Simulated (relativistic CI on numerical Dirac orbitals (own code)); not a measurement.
# Radial parameters of Zn⁺

Calculated at this level of theory: Dirac-Coulomb-Breit CI, orbitals from a KLI potential per configuration, model QED, valence Slater integrals scaled by 0.85, P86 correlation energy added to each configuration (own radial code, finite nucleus).

Slater integrals F^k, G^k are unscaled and averaged over j, outside the closed core [Ar]; ζ comes from projecting the Hamiltonian with its Breit term on Σ l·s of the shell.

- 3d¹⁰4p: ζ(4p) = 472.46 cm⁻¹; <r>(4p) = 3.192, <r^2>(4p) = 11.86 (bohr units).
- 3d⁹4s²: ζ(3d) = 1065.1 cm⁻¹; <r>(3d) = 0.8342, <r^2>(3d) = 0.9002 (bohr units).
- 3d¹⁰4d: ζ(4d) = 16.489 cm⁻¹; <r>(4d) = 5.61, <r^2>(4d) = 35.79 (bohr units).

In this model ζ of a weakly bound d, f or g electron outside closed shells comes out too small, for d by up to a factor of two or three and at times with the wrong sign; that of an outer p electron is too small as well.

For a near-neutral ion this model can misplace configurations by up to about 10,000 cm⁻¹ (more where the count of f electrons changes) and terms by 10 to 25 % of their spread. Rates follow the energies as ν³ (E1, M1) or ν⁵ (E2), so they and the lifetimes can be off by large factors. The fine structure of a lone outer electron comes out too small, for d and f at times inverted, and misplaced configurations move strength between like terms. 11 of the 11 excited levels that our extract of the measured tables holds in this range could be paired (the sources list more); they are missed by 5231 cm⁻¹ on average and 6979 at most, and levels without a partner can miss by more.

Averages of the first 10 configurations, taken without configuration mixing, which lowers the lowest level and can move excited configurations by several eV; other configurations of the list can lie among them:

```tsv
Configuration	Parity	States	Average energy above the lowest level (eV)
3d¹⁰4s	even	2	0.0
3d¹⁰4p	odd	6	5.7
3d⁹4s²	even	10	7.3
3d¹⁰5s	even	2	10.2
3d¹⁰4d	even	10	11.2
3d¹⁰5p	odd	6	11.9
3d¹⁰4f	odd	14	13.9
3d⁹4s4p	odd	120	12.9
3d¹⁰6s	even	2	13.4
3d¹⁰5d	even	10	13.8
```
